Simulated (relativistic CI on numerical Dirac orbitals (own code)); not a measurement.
## Mo²⁺: 3p photoemission

Computed with this model: Dirac-Coulomb-Breit CI, orbitals from a KLI potential per configuration, model QED (radiative potential, 1s self-energy scaled to tabulated hydrogen-like ionisation energies), valence Slater integrals scaled by 0.7, multiplet model of photoemission in the sudden approximation; configurations [Kr] 4d4 → [Ne] 3s2 3p5 3d10 4s2 4p6 4d4; 300 K; Lorentzian 1.4 eV and Gaussian 0.6 eV FWHM. Energies are those of the free ion, without screening or charge transfer. The energies are binding energies and can lie tens of eV above those of solids. S is read from ⟨S²⟩ = S(S + 1).

Field parameters in Wybourne normalisation: D4h B²₀ = −7Ds, B⁴₀ = 21(Dq − Dt), B⁴₄ = 21√(5/14) Dq. The field is a parameter set, without covalency.

free ion: ground-state S = 1.99, centroid 430.39 eV. Peaks (eV, height): 424.4 (100), 442.2 (55).

D4h, 10Dq = 11950, Ds = 300, Dt = -460 cm⁻¹: ground-state S = 1.06, centroid 430.61 eV. Peaks (eV, height): 424.6 (100), 442.6 (54).

D4h, 10Dq = 11950, Ds = 3000, Dt = -460 cm⁻¹: ground-state S = 0.37, centroid 430.74 eV. Peaks (eV, height): 424.6 (100), 442.6 (56).

Strongest unbroadened transitions for D4h, 10Dq = 11950, Ds = 300, Dt = -460 cm⁻¹:

```
Energy (eV)  Relative strength
     424.29               12.0
     424.31               20.1
     424.37               15.2
     424.40               80.8
     424.45               29.3
     424.46               21.7
     424.49               36.1
     424.53               53.0
     424.55                8.6
     424.69                8.3
     424.83               11.9
     424.85               19.4
     425.22               20.6
     442.41               22.8
     442.43               19.8
     442.49              100.0
     442.52               27.9
     442.55               28.7
```
